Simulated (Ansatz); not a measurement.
Ansatz results at the PBE0-D4/def2-TZVP geometry: HOMO energy (PBE0/def2-TZVPP) -6.20 eV; HOMO energy (ωB97M-V/def2-TZVPP) -8.13 eV; HOMO energy (B3LYP/def2-TZVPP) -6.00 eV.

(1) Which molecule gave them?
A. `NC1CO1`
B. `CN[SiH](N)S`
C. `CNCF`
D. `[SiH3][CH]1[AlH][SiH2]1`

## Answers

(1) D. The others give `CN[SiH](N)S`: -6.74, -9.00, -6.51; `CNCF`: -7.25, -9.63, -7.03; `NC1CO1`: -7.26, -9.64, -7.02.

B3LYP here is the variant with VWN-RPA as its local correlation; programs differ in this.
